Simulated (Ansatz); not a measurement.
Correlation energies of `C[CH2][Al]([CH3])[SH]` by basis set

Z-matrix (Å, degrees):
```
C
C 1 1.526
H 1 1.094 2 111.7
H 1 1.094 2 112.2 3 120.1
H 1 1.094 2 111.7 3 -119.7
Al 2 1.960 1 117.4 3 59.9
H 2 1.098 1 110.2 3 -62.9
H 2 1.098 1 110.2 3 -177.4
S 6 2.195 2 119.3 1 0.3
C 6 1.949 2 123.8 1 -179.6
H 9 1.344 6 94.1 2 -0.0
H 10 1.095 6 110.9 2 60.7
H 10 1.095 6 111.0 2 -57.6
H 10 1.092 6 112.5 2 -178.6
```

The species carries charge 0 and has multiplicity 1. The geometry is a stationary point of PBE0-D4/def2-TZVP. It is one conformer, not always the lowest. Frozen core, restricted reference, the Gaussian-basis code of Ansatz. CBS rows extrapolate triple and quadruple zeta; past MP2 they add the triple-zeta difference.

```json
{"basis": "def2-SVP", "HF (Eh)": "-758.06507", "MP2 corr.": "-0.63037"}
{"basis": "def2-TZVPP", "HF (Eh)": "-758.41737", "MP2 corr.": "-0.79130"}
{"basis": "def2-QZVPP", "HF (Eh)": "-758.44125", "MP2 corr.": "-0.84650"}
```

Question: Estimate the CCSD correlation energy and the (T) correction in each basis where they were run (hartree).

Answer: 
```json
{"basis": "def2-SVP", "CCSD corr.": "-0.69948", "(T)": "-0.02005"}
{"basis": "def2-TZVPP", "CCSD corr.": "-0.85457", "(T)": "-0.03467"}
{"basis": "CBS(def2)", "CCSD corr.": "-0.95067", "(T)": "as TZ"}
```
